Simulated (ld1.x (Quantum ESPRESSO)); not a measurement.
# Building the TM potential for aluminium (Al) (PBEsol, scalar-relativistic).

* Element: aluminium
* Generator: ld1.x (Quantum ESPRESSO) 7.5
* Type: norm-conserving Troullier–Martins (Kleinman–Bylander form)
* Functional: PBEsol
* Relativity: scalar-relativistic
* Frozen core: [Ne]
* Valence charge: 3
* Reference configuration: 3s2 3p0 (charge +1)
* Partial waves: 3s (bound): rc 1.75 bohr; 3p (bound, empty): rc 2.30 bohr
* Local potential: all-electron potential smoothed inside 1.40 bohr (lloc = -1)
* Core correction: none

All-electron outer shells of the reference configuration (PBEsol, scalar-relativistic, ld1.x):

```json
{"shell": "3s", "level (eV)": "-14.77", "outermost node (bohr)": "0.80", "outermost maximum (bohr)": "2.01"}
{"shell": "3p", "level (eV)": "-9.03", "outermost node (bohr)": "0.81", "outermost maximum (bohr)": "2.39"}
```

Calculated quality:

- Cutoffs needed: 10 Ry and 30 Ry (the cutoffs (Ry, on a coarse ladder) from which the occupation-weighted sum of valence levels, in a spherical-Bessel basis at the reference potential, stays within 10 and 1 mRy of its value at 400 Ry)
- Ghost test: no extra level below or beside the all-electron valence levels (s, p, d, f tested) (spherical-Bessel basis up to 400 Ry, 20 bohr box)
- Largest excitation error: +24 meV (all-electron minus pseudo) for 3s1 3p0, out of 7 test configurations

Generation and tests took about 5.6 s on one core of a shared server CPU.
